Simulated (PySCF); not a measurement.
## Calculated data, C₂H₆BO, CH₆AlBN

All values are calculated (PySCF 2.14.0). Calculation on a computer-drawn molecule: the log of a Hartree-Fock and frozen-core CCSD(T) single point meant for a local Hartree-Fock minimum, with one planted fault or none, to be diagnosed. Offsets are logged minus clean, where the clean run is the same molecule without the fault. The reference is restricted for singlets and unrestricted otherwise, and also for a bond in bohr or an excited solution. Adding or removing an electron swaps singlet and doublet. The excited solution moves the top pair (singlet) or top alpha electron (doublet) to the lowest empty orbital. Highest occupied and lowest empty are orbital energies over both spins, largest force is the largest gradient component, triples share is (T) over the correlation energy, the T1 limit is 0.02 restricted and 0.045 unrestricted, electrons count all cores, a negative frequency is imaginary (commonest isotopes), and the dipole is about the centre of nuclear charge.

Common to all runs: logged SCF converged yes; possible faults no fault, one electron removed, one electron added, multiplicity raised by two, geometry at a saddle point, SCF held on an excited solution, minimal basis STO-3G, one bond length entered in bohr, all coordinates scaled.

```yaml
- entry: 1
  formula: C2H6BO
  logged_structure:
    atoms_angstrom:
      - [B, -0.0207, -3.3684, 0.201]
      - [C, 0.6481, -1.8334, -0.1655]
      - [C, 1.995, -2.6048, -0.6222]
      - [O, 3.1359, -2.57, 0.2985]
      - [H, 0.1738, -3.9, 1.3759]
      - [H, -0.6516, -4.0423, -0.7237]
      - [H, 0.1483, -1.2454, -1.0626]
      - [H, 0.871, -1.1242, 0.7537]
      - [H, 2.1922, -2.9277, -1.7371]
      - [H, 3.8549, -3.243, 0.0031]
  given:
    meant_charge: 0
    meant_multiplicity: 2
    meant_basis: cc-pVDZ
    logged_electrons: 31
    logged_basis_functions: 86
    logged_spin_squared: 0.7719
    "logged_highest_occupied [eV]": -8.9768
    "logged_lowest_empty [eV]": 1.9848
    "logged_largest_force [hartree/bohr]": 0.060427
    logged_T1_diagnostic: 0.02241
    logged_D1_diagnostic: 0.098159
    logged_triples_share: 0.030178
    logged_CC_converged: "yes"
    "logged_dipole_magnitude [debye]": 1.7716
    logged_SCF_stable_within_its_kind: "yes"
    "logged_energy_HF [hartree]": -178.65942
    "logged_energy_CCSD(T) [hartree]": -179.27527
    drawn_bonds_atom: [1, 2, 3, 1, 1, 2, 2, 3, 4]
    drawn_bonds_other_atom: [2, 3, 4, 5, 6, 7, 8, 9, 10]
    drawn_bonds_order: [1, 1, 1, 1, 1, 1, 1, 1, 1]
  results:
    planted_fault: "all coordinates scaled, by +8.7 %"
    "HF_energy_offset_from_clean_run [kcal/mol]": 35.4
    "CCSD(T)_energy_offset_from_clean_run [kcal/mol]": 25.99
- entry: 2
  formula: C2H6BO
  logged_structure:
    atoms_angstrom:
      - [B, -0.0191, -3.0988, 0.185]
      - [C, 0.5962, -1.6867, -0.1522]
      - [C, 1.8353, -2.3963, -0.5724]
      - [O, 2.8849, -2.3643, 0.2746]
      - [H, 0.1599, -3.5879, 1.2658]
      - [H, -0.5995, -3.7188, -0.6658]
      - [H, 0.1364, -1.1457, -0.9776]
      - [H, 0.8013, -1.0342, 0.6934]
      - [H, 2.0168, -2.6933, -1.598]
      - [H, 3.5463, -2.9834, 0.0029]
  given:
    meant_charge: 0
    meant_multiplicity: 2
    meant_basis: cc-pVDZ
    logged_electrons: 31
    logged_basis_functions: 86
    logged_spin_squared: 3.7732
    "logged_highest_occupied [eV]": -4.7223
    "logged_lowest_empty [eV]": -1.8422
    "logged_largest_force [hartree/bohr]": 0.11172
    logged_T1_diagnostic: 0.037305
    logged_D1_diagnostic: 0.2332
    logged_triples_share: 0.027112
    logged_CC_converged: "yes"
    "logged_dipole_magnitude [debye]": 4.2859
    logged_SCF_stable_within_its_kind: "yes"
    "logged_energy_HF [hartree]": -178.46878
    "logged_energy_CCSD(T) [hartree]": -179.05355
    drawn_bonds_atom: [1, 2, 3, 1, 1, 2, 2, 3, 4]
    drawn_bonds_other_atom: [2, 3, 4, 5, 6, 7, 8, 9, 10]
    drawn_bonds_order: [1, 1, 1, 1, 1, 1, 1, 1, 1]
  results:
    planted_fault: "multiplicity raised by two"
    "HF_energy_offset_from_clean_run [kcal/mol]": 155.0
    "CCSD(T)_energy_offset_from_clean_run [kcal/mol]": 165.1
- entry: 3
  formula: CH6AlBN
  logged_structure:
    atoms_angstrom:
      - [B, -1.5424, -1.273, -1.7413]
      - [C, -1.1815, 0.2445, -1.4747]
      - ["N", 0.273, 0.5458, -1.3583]
      - [Al, 1.1528, 1.9177, -1.8676]
      - [H, -2.6884, -1.5479, -1.9282]
      - [H, -0.6968, -2.1205, -1.7236]
      - [H, -1.6254, 0.8595, -2.2637]
      - [H, -1.6954, 0.5389, -0.5511]
      - [H, 0.7628, -0.2017, -0.8923]
      - [H, 1.9402, 3.1468, -2.3555]
  given:
    meant_charge: 1
    meant_multiplicity: 1
    meant_basis: "cc-pV(D+d)Z"
    logged_electrons: 36
    logged_basis_functions: 95
    logged_spin_squared: 0.0
    "logged_highest_occupied [eV]": -15.439
    "logged_lowest_empty [eV]": -4.1601
    "logged_largest_force [hartree/bohr]": 3.8744e-05
    "logged_lowest_frequency [cm^-1]": 63.947
    logged_T1_diagnostic: 0.014832
    logged_D1_diagnostic: 0.051987
    logged_triples_share: 0.027461
    logged_CC_converged: "yes"
    "logged_dipole_magnitude [debye]": 5.7026
    logged_SCF_stable_within_its_kind: "yes"
    "logged_energy_HF [hartree]": -362.15132
    "logged_energy_CCSD(T) [hartree]": -362.6492
    drawn_bonds_atom: [1, 2, 3, 1, 1, 2, 2, 3, 4]
    drawn_bonds_other_atom: [2, 3, 4, 5, 6, 7, 8, 9, 10]
    drawn_bonds_order: [1, 1, 1, 1, 1, 1, 1, 1, 1]
  results:
    planted_fault: "no fault"
    "HF_energy_offset_from_clean_run [kcal/mol]": 0.0
    "CCSD(T)_energy_offset_from_clean_run [kcal/mol]": 0.0
- entry: 4
  formula: CH6AlBN
  logged_structure:
    atoms_angstrom:
      - [B, 0.3283, -1.2777, 1.4262]
      - [C, 0.9791, -0.6431, 0.1434]
      - ["N", 0.5852, -1.1866, -1.1533]
      - [Al, 1.5916, -1.6336, -2.5426]
      - [H, -0.5487, -2.0976, 1.3612]
      - [H, 0.6944, -0.9019, 2.5082]
      - [H, 0.7739, 0.441, 0.2114]
      - [H, 2.0692, -0.7031, 0.2521]
      - [H, -0.4101, -1.3076, -1.2096]
      - [H, 3.1656, -1.4506, -2.3693]
  given:
    meant_charge: 0
    meant_multiplicity: 2
    meant_basis: "cc-pV(D+d)Z"
    logged_electrons: 37
    logged_basis_functions: 95
    logged_spin_squared: 0.7552
    "logged_highest_occupied [eV]": -8.0361
    "logged_lowest_empty [eV]": 1.4165
    "logged_largest_force [hartree/bohr]": 4.0027e-05
    "logged_lowest_frequency [cm^-1]": 70.93
    logged_T1_diagnostic: 0.015853
    logged_D1_diagnostic: 0.055359
    logged_triples_share: 0.028059
    logged_CC_converged: "yes"
    "logged_dipole_magnitude [debye]": 0.87973
    logged_SCF_stable_within_its_kind: "yes"
    "logged_energy_HF [hartree]": -362.38528
    "logged_energy_CCSD(T) [hartree]": -362.89095
    drawn_bonds_atom: [1, 2, 3, 1, 1, 2, 2, 3, 4]
    drawn_bonds_other_atom: [2, 3, 4, 5, 6, 7, 8, 9, 10]
    drawn_bonds_order: [1, 1, 1, 1, 1, 1, 1, 1, 1]
  results:
    planted_fault: "no fault"
    "HF_energy_offset_from_clean_run [kcal/mol]": 0.0
    "CCSD(T)_energy_offset_from_clean_run [kcal/mol]": 0.0
- entry: 5
  formula: CH6AlBN
  logged_structure:
    atoms_angstrom:
      - [B, 0.3283, -1.2777, 1.4262]
      - [C, 0.9791, -0.6431, 0.1434]
      - ["N", 0.5852, -1.1866, -1.1533]
      - [Al, 1.5916, -1.6336, -2.5426]
      - [H, -0.5487, -2.0976, 1.3612]
      - [H, 0.6944, -0.9019, 2.5082]
      - [H, 0.7739, 0.441, 0.2114]
      - [H, 2.0692, -0.7031, 0.2521]
      - [H, -0.4101, -1.3076, -1.2096]
      - [H, 3.1656, -1.4506, -2.3693]
  given:
    meant_charge: 0
    meant_multiplicity: 2
    meant_basis: "cc-pV(D+d)Z"
    logged_electrons: 37
    logged_basis_functions: 95
    logged_spin_squared: 0.8669
    "logged_highest_occupied [eV]": -4.8647
    "logged_lowest_empty [eV]": -1.2459
    "logged_largest_force [hartree/bohr]": 0.028838
    "logged_dipole_magnitude [debye]": 2.0644
    logged_SCF_stable_within_its_kind: "no"
    "logged_energy_HF [hartree]": -362.2715
    drawn_bonds_atom: [1, 2, 3, 1, 1, 2, 2, 3, 4]
    drawn_bonds_other_atom: [2, 3, 4, 5, 6, 7, 8, 9, 10]
    drawn_bonds_order: [1, 1, 1, 1, 1, 1, 1, 1, 1]
  results:
    planted_fault: "SCF held on an excited solution"
    "HF_energy_offset_from_clean_run [kcal/mol]": 71.4
  notes: ["coupled-cluster numbers left out as unreliable"]
```
